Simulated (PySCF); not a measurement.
**Core-level binding energies of `C1C[SiH2]N(C2CC2)C1`**

Compound: C6H13NSi.
Atom-mapped SMILES: `[CH2:1]1[CH2:2][SiH2:3][N:4]([CH:5]2[CH2:6][CH2:7]2)[CH2:8]1`

Structure used (PBE0-D3(BJ)/def2-SVP), in Å, numbered top down from 1:
```xyz
21
C6H13NSi angstrom
C     -2.050   -1.099    0.053
C     -2.439    0.385    0.124
Si    -0.922    1.223   -0.622
N      0.129   -0.115   -0.249
C      1.532   -0.227   -0.427
C      2.401    0.984   -0.280
C      2.453   -0.098    0.758
C     -0.560   -1.236    0.369
H     -2.227   -1.468   -0.971
H     -2.656   -1.725    0.727
H     -2.548    0.717    1.171
H     -3.390    0.596   -0.387
H     -1.029    1.532   -2.086
H     -0.546    2.508    0.054
H      1.849   -0.951   -1.195
H      3.246    1.094   -0.965
H      1.922    1.928   -0.005
H      3.339   -0.736    0.809
H      1.980    0.110    1.722
H     -0.168   -2.192   -0.023
H     -0.392   -1.257    1.466
```

Computed with delta-SCF UKS SCAN, pcX-2 on the ionised atom, pcseg-1 elsewhere, spin-free X2C in PySCF 2.14.0. Each binding energy is the total energy of the core-ionised species, with the hole localised on one atom, minus that of the ground state; both are solved self-consistently, so orbital relaxation is included.

Problem. List the computed XPS lines with their assignment.

Solution. 
```csv
atom(s),environment,level,binding energy (eV),2p1/2 (eV),above the level's lowest (eV),count
Si3,SiH2 silicon,Si 2p3/2,106.32,106.94,0.00,1
C2,sp3 carbon bound to silicon,C 1s,289.93,–,0.00,1
C6/C7,three-membered-ring carbon,C 1s,290.44,–,+0.51,2
C1,ring CH2 carbon,C 1s,290.54,–,+0.61,1
C8,sp3 carbon bound to nitrogen,C 1s,291.10,–,+1.17,1
C5,sp3 carbon bound to nitrogen,C 1s,291.21,–,+1.28,1
N4,silicon-bound nitrogen,N 1s,403.88,–,0.00,1
Si3,SiH2 silicon,Si 1s,1846.17,–,0.00,1
```

Lowest listed C 1s: C2, bonded to C, 2 H and Si. Highest, 1.28 eV above it: C5, bonded to N, 2 C and H. Summing the Pauling electronegativity differences to the bonded atoms, each weighted by its formal bond order, gives -1.35 for the lowest site and +0.14 for the highest; no listed site has a larger sum than the highest.

Problem. Which photon wavelength matches the N 1s of N4 threshold?

Solution. λ = hc/E = 12398.42 eV Å / 403.88 eV = 30.698 Å.

Problem. Which photon energy gives electrons from N 1s of N4 a kinetic energy of 100 eV, and what is their de Broglie wavelength?

Solution. hν = 403.88 + 100 = 503.88 eV, recoil neglected; λ = 12.264 Å/√(E/eV) = 1.23 Å.

Topologically equivalent atoms share the value of their first member; where this conformer doesn't relate them by symmetry, their own values could differ. 2p3/2 and 2p1/2 are the ΔSCF energy of one spin-free 2p hole plus the eigenvalues of a spin–orbit and ligand-field matrix of the shell. 2p1/2 minus 2p3/2 (ligand field included): Si 0.62 eV. Isolated species at its PBE0-D3(BJ)/def2-SVP geometry (one conformer only).
